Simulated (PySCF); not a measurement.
Calculation: TPSSh-D3(BJ)/def2-TZVPD // CAM-B3LYP-D3(BJ)/def2-TZVPD run with PySCF. Gas-phase values, no solvent. One relaxed conformer stands for a flexible species; it need not be the lowest. 

Reference species (SMILES): `[C-]#[N+][SiH2][O-]` (charge -1, multiplicity 1).

* **HOMO**: -1.42 eV

Changed species: `NC(=O)[SiH2][O-]` (O–C–Si–O torsion 180°) (X = carbamoyl, proton removed; the reference has X = isocyano, proton removed).

Question: What does the change do to the HOMO?

Answer: the HOMO rises by 0.56 eV, to -0.86 eV.
